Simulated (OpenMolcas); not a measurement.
**Multiplet structure of Zn+**

```yaml
Program: OpenMolcas 26.06
Method: "SS-CASPT2, IPEA 0.25 Eh, imaginary shift 0.1 Eh (closed shells correlated: 3d)"
Basis: ANO-RCC-VQZP [7s6p4d3f2g1h]
Scalar_Hamiltonian: DKH2, point nucleus
Active_space: 1 electron in 4 orbitals (4s 4p)
State_averaging: 2S+1 = 2 even, 1 root; 2S+1 = 2 odd, 3 roots
Spin-orbit_coupling: state interaction with AMFI integrals over the reference wave functions, term energies averaged over their components
```

Spin-free terms above the lowest, with the occupations of the reference:

```tsv
Configuration	Term	E (cm⁻¹)	Occupations
4s	²S	0.0	4s 1.00
4p	²P°	49528	4p 1.00
```

With spin-orbit coupling, above the lowest level:

| Configuration | Term | J | E (cm⁻¹) | Measured (cm⁻¹) | g | Term weight % |
| --- | --- | --- | --- | --- | --- | --- |
| 4s | ²S | 1/2 | 0.0 | 0.0 | 2.002 | 100 |
| 4p | ²P° | 1/2 | 49067 | 48481 | 0.666 | 100 |
| 4p | ²P° | 3/2 | 49759 | 49355 | 1.334 | 100 |

Against the 2 measured excited levels shown (NIST Handbook of Basic Atomic Spectroscopic Data) the mean absolute deviation is 500 cm-1; the largest miss in energy is 4p ²P°_1/2: computed 49067, measured 48481 cm⁻¹ (+1.2 %).

With one active electron, CASPT2 adds the correlation within the correlated inactive shells and between them and that electron, and leaves the splitting within a term as the reference gives it. Measured partners are found by configuration, term and J. A level has none where our copy of the source lacks it or the pairing is in doubt (some pairs that miss far off the trend of their configuration count as doubtful), and it then counts in no deviation. Levels of configurations outside the active space are missing.

The CASPT2 steps took 1.8 s on 1 thread of Intel(R) Xeon(R) Platinum 8488C (Sapphire Rapids) (shared host); the integral step is not counted.

The term weight is that of the spin-free term in the level, not the purity of its configuration. ° marks odd parity.
